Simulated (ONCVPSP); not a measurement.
**An all-electron radial function and its pseudo partner (tungsten)**

Columns: radius, all-electron u(r) and pseudo u(r) of the 5s shell (level -79.07 eV) of tungsten in the configuration [Kr] 4d10 4f14 5s2 5p6 5d4 6s2; PBE, scalar-relativistic, ONCV scheme, ONCVPSP 4.0.1.

```tsv
r (bohr)	all-electron	pseudo
0.120	0.3245	0.2073
0.240	-0.1102	0.4051
0.360	-0.6244	0.5846
0.480	-0.2622	0.7381
0.600	0.3512	0.8589
0.720	0.8269	0.9416
0.840	1.0809	0.9829
0.960	1.1529	0.9833
1.080	1.1062	0.9463
1.200	0.9952	0.8788
1.320	0.8580	0.7890
1.440	0.7181	0.6854
1.560	0.5882	0.5769
1.680	0.4740	0.4717
1.800	0.3775	0.3773
1.920	0.2978	0.2977
2.040	0.2332	0.2331
2.160	0.1815	0.1814
2.280	0.1406	0.1406
2.400	0.1085	0.1085
2.520	0.0835	0.0835
2.640	0.0641	0.0640
2.760	0.0490	0.0490
2.880	0.0374	0.0374
3.000	0.0286	0.0285
3.120	0.0217	0.0217
```

(1) How many radial nodes do the two functions have?

(2) At about which radius was the pseudo-wave matched?

(3) Is the pseudo-wave norm-conserving?

Answers

(1) The all-electron 5s function has n − l − 1 = 4 (the table is too coarse to show those close to the nucleus); the pseudo-wave has 0, since the states of the same l below it are removed with the core.

(2) 1.90 bohr, where the columns begin to agree (steps of 0.12 bohr).

(3) Yes: the ONCV scheme keeps the norm inside the radius equal to the all-electron one, which fixes the energy derivative of the logarithmic derivative at the level.
